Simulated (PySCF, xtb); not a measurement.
Ga(OH)2(SiH3) (GaH₅O₂Si), SMILES [OH][Ga]([OH])[SiH3].

GFN2-xTB (xtb) at its own geometry gives an orbital gap of 4.51 eV and a dipole moment of 0.97 D.

Coordinates come from a B3LYP-D3(BJ)/def2-SVP optimisation. The structure was generated by enumeration; whether it is a known compound was not checked. Other conformers were not sampled.

**Question.** What does CAM-B3LYP/def2-TZVP in PySCF give? (Estimate from the structure and the level; the computed values follow.)

**Answer.** gap 9.72 eV (levels -9.79 and -0.07 eV), dipole 1.01 D.
